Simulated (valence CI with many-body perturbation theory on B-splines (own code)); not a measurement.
## E1 line list for Cd⁴³⁺

Method: configuration interaction combined with many-body perturbation theory (CI+MBPT): three valence electrons over a frozen Dirac-Fock core [He], a basis of 11 s, 11 p, 10 d, 8 f, 5 g, 2 h functions for each j, with the one-electron correlation potential Σ1, the two-electron term Σ2, the three-electron term Σ3, Breit, model QED; selected CI, second order for the rest, scaled by the run's own slope (own B-spline code, finite nucleus).

The last digits are not significant, and no measured levels were compared; by estimate large intervals hold to a few tenths of a per cent, small ones and those within an open d or f shell to about a per cent.

Lines 51 to 100 of 522 in falling wavelength, among levels below 5783.0 eV, chosen from the strongest by gf and those to the six lowest levels. Wavelengths and rates use the calculated energies. Electric multipoles are in the length gauge with retardation, E1 and E2 with the static RPA response of the core. Weak lines are less certain than strong ones. Lines between different terms over intervals too small for the method are left out, as are lines whose strength nearly cancels. The highest levels of a list are the least certain.

Levels are named by their leading jj configuration (3d3/2^4 stands for four electrons in 3d with j = 3/2), which in mixed levels can hold well under half, so a name can repeat and another be missing. Letters in brackets count levels of one name in rising energy.

```
λ vac (Å)                          Upper                          Lower   A (s⁻¹)  S (a.u.) with core polarisation  S without
    235.0  (2p1/2 2p3/2 3d5/2) J=7/2 [a]  (2p1/2 2p3/2 3p3/2) J=5/2 [a]  2.77e+09                         1.42e-01   1.42e-01
    234.9         (2s 2p1/2 3d5/2) J=7/2         (2s 2p1/2 3p3/2) J=5/2  3.08e+09                         1.58e-01   1.58e-01
    233.1          (2p1/2^2 3d5/2) J=5/2          (2p1/2^2 3p3/2) J=3/2  3.15e+09                         1.18e-01   1.18e-01
    231.3  (2p1/2 2p3/2 3d5/2) J=7/2 [b]  (2p1/2 2p3/2 3p3/2) J=5/2 [b]  3.07e+09                         1.50e-01   1.50e-01
    229.4      (2p3/2^2 3d5/2) J=5/2 [b]      (2p3/2^2 3p3/2) J=3/2 [b]  3.44e+09                         1.23e-01   1.23e-01
    221.9     (2s 2p1/2 3d5/2) J=5/2 [a]     (2s 2p1/2 3p3/2) J=3/2 [a]  2.89e+09                         9.34e-02   9.34e-02
    206.9     (2s 2p3/2 3d5/2) J=7/2 [b]     (2s 2p3/2 3p3/2) J=5/2 [b]  3.24e+09                         1.14e-01   1.14e-01
    206.9     (2s 2p1/2 3d5/2) J=5/2 [b]     (2s 2p1/2 3p3/2) J=3/2 [b]  3.76e+09                         9.88e-02   9.88e-02
    203.9     (2s 2p3/2 3d5/2) J=7/2 [a]     (2s 2p3/2 3p3/2) J=5/2 [a]  3.50e+09                         1.17e-01   1.17e-01
    139.0      (2p1/2 2p3/2 3d3/2) J=7/2     (2s 2p3/2 3d3/2) J=5/2 [b]  9.13e+09                         9.68e-02   9.69e-02
    135.7          (2p3/2^2 3p3/2) J=5/2             (2p3/2^2 3s) J=3/2  1.02e+10                         7.52e-02   7.52e-02
    133.8      (2p1/2 2p3/2 3p3/2) J=7/2         (2p1/2 2p3/2 3s) J=5/2  2.39e+10                         2.26e-01   2.26e-01
    131.4          (2p3/2^2 3d3/2) J=5/2          (2p3/2^2 3p1/2) J=5/2  7.63e+09                         5.13e-02   5.13e-02
    130.6         (2s 2p1/2 3d3/2) J=5/2         (2s 2p1/2 3p1/2) J=3/2  1.05e+10                         6.89e-02   6.89e-02
    129.0         (2s 2p3/2 3d3/2) J=7/2         (2s 2p3/2 3p1/2) J=5/2  1.20e+10                         1.01e-01   1.01e-01
    128.8  (2p1/2 2p3/2 3d3/2) J=5/2 [a]  (2p1/2 2p3/2 3p1/2) J=3/2 [a]  1.24e+10                         7.84e-02   7.84e-02
    128.7          (2p1/2^2 3d3/2) J=3/2          (2p1/2^2 3p1/2) J=1/2  1.69e+10                         7.10e-02   7.11e-02
    128.5      (2p3/2^2 3d3/2) J=3/2 [a]          (2p3/2^2 3p1/2) J=3/2  1.28e+10                         5.36e-02   5.36e-02
    127.8          (2p3/2^2 3d3/2) J=7/2          (2p3/2^2 3p1/2) J=5/2  1.46e+10                         1.20e-01   1.20e-01
    127.8     (2s 2p3/2 3p3/2) J=5/2 [b]        (2s 2p3/2 3s) J=3/2 [b]  8.20e+09                         5.07e-02   5.07e-02
    126.4          (2p3/2^2 3p3/2) J=5/2             (2p3/2^2 3s) J=5/2  1.23e+10                         7.38e-02   7.38e-02
    125.8          (2p3/2^2 3p3/2) J=7/2             (2p3/2^2 3s) J=5/2  2.67e+10                         2.10e-01   2.10e-01
    125.0     (2s 2p1/2 3d3/2) J=3/2 [a]     (2s 2p1/2 3p1/2) J=1/2 [a]  1.57e+10                         6.06e-02   6.06e-02
    124.3     (2s 2p1/2 3p3/2) J=3/2 [b]        (2s 2p1/2 3s) J=1/2 [b]  1.43e+10                         5.41e-02   5.41e-02
    121.9  (2p1/2 2p3/2 3p3/2) J=5/2 [a]     (2p1/2 2p3/2 3s) J=3/2 [a]  2.46e+10                         1.32e-01   1.32e-01
    121.0  (2p1/2 2p3/2 3p3/2) J=5/2 [b]     (2s 2p3/2 3p3/2) J=3/2 [b]  1.81e+10                         9.49e-02   9.50e-02
    120.0         (2s 2p1/2 3p3/2) J=5/2             (2s^2 3p3/2) J=3/2  2.30e+10                         1.17e-01   1.18e-01
    119.7          (2p1/2^2 3p3/2) J=3/2             (2p1/2^2 3s) J=1/2  3.28e+10                         1.11e-01   1.11e-01
    119.7     (2s 2p3/2 3d3/2) J=5/2 [b]     (2s 2p3/2 3p1/2) J=3/2 [b]  1.43e+10                         7.24e-02   7.24e-02
    119.0         (2s 2p3/2 3p3/2) J=7/2            (2s 2p3/2 3s) J=5/2  2.90e+10                         1.93e-01   1.93e-01
    118.5      (2p3/2^2 3p3/2) J=3/2 [b]             (2p3/2^2 3s) J=1/2  2.99e+10                         9.81e-02   9.81e-02
    118.5     (2s 2p3/2 3p3/2) J=5/2 [a]        (2s 2p3/2 3s) J=3/2 [a]  1.36e+10                         6.70e-02   6.71e-02
    111.8  (2p1/2 2p3/2 3p3/2) J=3/2 [b]     (2p1/2 2p3/2 3s) J=3/2 [b]  2.02e+10                         5.56e-02   5.57e-02
    111.0     (2s 2p1/2 3p3/2) J=3/2 [a]        (2s 2p1/2 3s) J=1/2 [a]  3.34e+10                         9.01e-02   9.01e-02
    107.0         (2p1/2 2p3/2 3s) J=5/2        (2s 2p3/2 3s) J=3/2 [b]  2.14e+10                         7.77e-02   7.77e-02
    103.3     (2s 2p3/2 3p3/2) J=5/2 [a]            (2s 2p3/2 3s) J=5/2  1.78e+10                         5.80e-02   5.80e-02
    102.8             (2s^2 3p3/2) J=3/2                (2s^2 3s) J=1/2  3.09e+10                         6.64e-02   6.64e-02
    101.8         (2s 2p1/2 3p3/2) J=5/2            (2s 2p1/2 3s) J=3/2  1.30e+10                         4.05e-02   4.05e-02
    100.6      (2p3/2^2 3p3/2) J=3/2 [a]             (2p3/2^2 3s) J=3/2  4.34e+10                         8.72e-02   8.72e-02
    100.2         (2s 2p1/2 2p3/2) J=5/2             (2s^2 2p3/2) J=3/2  2.99e+09                         8.90e-03   8.92e-03
    99.73     (2s 2p3/2 3p3/2) J=3/2 [b]            (2s 2p3/2 3s) J=1/2  2.48e+10                         4.86e-02   4.87e-02
    99.15     (2s 2p1/2 3p3/2) J=3/2 [b]            (2s 2p1/2 3s) J=3/2  1.95e+10                         3.74e-02   3.75e-02
    97.17  (2p1/2 2p3/2 3p3/2) J=5/2 [b]     (2s 2p3/2 3p3/2) J=5/2 [b]  1.62e+10                         4.40e-02   4.40e-02
    90.82             (2s 2p1/2^2) J=1/2             (2s^2 2p1/2) J=1/2  6.04e+09                         4.46e-03   4.47e-03
    83.11          (2p1/2^2 2p3/2) J=3/2     (2s 2p1/2 2p3/2) J=3/2 [b]  6.69e+09                         7.58e-03   7.60e-03
    82.43          (2p1/2^2 4f7/2) J=7/2         (2s 2p1/2 4f7/2) J=9/2  1.42e+10                         3.15e-02   3.15e-02
    64.17          (2p1/2^2 2p3/2) J=3/2         (2s 2p1/2 2p3/2) J=5/2  3.69e+10                         1.93e-02   1.93e-02
    56.10          (2p1/2^2 2p3/2) J=3/2     (2s 2p1/2 2p3/2) J=3/2 [a]  1.38e+10                         4.80e-03   4.81e-03
    39.52          (2p3/2^2 3d5/2) J=9/2     (2s 2p3/2 3d5/2) J=7/2 [b]  1.16e+11                         3.54e-02   3.55e-02
    38.76             (2p3/2^2 3s) J=5/2        (2s 2p3/2 3s) J=3/2 [b]  1.37e+11                         2.36e-02   2.36e-02
```
